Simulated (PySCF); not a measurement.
Compound: C7H7ClOSi.
Z-matrix (Å and degrees, GFN2-xTB geometry), rows numbered from 1:
```
O 
C   1  1.1982
Cl  2  1.7626  1  118.15
C   2  1.4496  1  125.53  3  -179.81
C   4  1.3964  2  123.20  1  -179.55
C   5  1.3795  4  119.78  2  -179.72
C   6  1.3881  5  119.73  4     0.01
C   7  1.3840  6  120.18  5    -0.12
C   8  1.3878  7  121.62  6     0.09
Si  9  1.8979  4  121.44  2    -0.20
H   5  1.0790  4  119.87  2     0.30
H   6  1.0797  5  120.05  4   179.92
H   7  1.0805  6  119.85  5   179.89
H   8  1.0798  7  119.54  6  -179.96
H  10  1.4576  9  110.71  4   -65.95
H  10  1.4576  9  110.81  4    65.51
H  10  1.4754  9  102.79  4   179.74
```

NICS = −σ at a ghost point: NICS(0) at the centroid of the ring atoms, NICS(1) 1 Å to either side along the normal of their mean plane, zz for the tensor component along that normal. Level: GIAO PBE0/pcSseg-1 (PySCF, non-relativistic, gas phase) on the GFN2-xTB geometry, one conformer.

Ring bond lengths (Å), with Mayer bond orders in brackets: C4–C5 1.396 (1.35), C5–C6 1.379 (1.45), C6–C7 1.388 (1.41), C7–C8 1.384 (1.42), C8–C9 1.388 (1.47), C9–C4 1.404 (1.31).

Q: Give the NICS values of each ring in ppm.

A: 
| ring | type | NICS(0) | NICS(1), two faces | NICS(1)zz, two faces | rms pucker (Å) | centre to ring atoms, mean (Å) |
| --- | --- | --- | --- | --- | --- | --- |
| C4–C5–C6–C7–C8–C9 | 6-membered carbocycle; formal bonds all aromatic | -7.9 | -11.3 / -11.3 | -27.8 / -27.7 | 0.00 | 1.39 |

Q: What can be read from them?

A: 
- C4–C5–C6–C7–C8–C9: mean NICS(1)zz -27.8 ppm, shielded. The ring is flat and has no four-coordinate atom; by the NICS criterion it is aromatic.

Q: What does the geometric index give? Use HOMA with the parameters of Krygowski (1993).

A: 
- C4–C5–C6–C7–C8–C9: HOMA 0.98 = 1 − EN − GEO, with mean bond length 1.390 Å, EN = α(Ropt − mean)² = 0.001 and GEO = α × variance = 0.017. The geometric and the magnetic index point the same way.

Q: At the first NICS(1) probe listed for ring C4–C5–C6–C7–C8–C9, 1 Å off the ring, how large is the induced field along the normal in 7.05 T applied along it?

A: NICSzz × B0 = -27.8 ppm × 7.05 T = -196 μT, against the applied field.

Q: Give the inner angles of the rings and the Hirshfeld charges of the ring atoms.

A: 
- C4–C5–C6–C7–C8–C9: C4 121.2° (-0.026 e), C5 119.8° (-0.038 e), C6 119.7° (-0.037 e), C7 120.2° (-0.024 e), C8 121.6° (-0.038 e), C9 117.4° (-0.072 e); sum 720.0° against 720° for a flat convex ring.

Q: How shielded are the nuclei of the rings and their hydrogens (means over atoms taken as equivalent)?

A: 
```
atoms                  environment  σ isotropic (ppm)
   C4  substituted aromatic carbon               46.9
   C5           aromatic CH carbon               46.0
   C6           aromatic CH carbon               51.1
   C7           aromatic CH carbon               46.2
   C8           aromatic CH carbon               43.8
   C9  substituted aromatic carbon               36.3
  H11            aromatic hydrogen              22.89
  H12            aromatic hydrogen              23.81
  H13            aromatic hydrogen              23.74
  H14            aromatic hydrogen              23.47
```
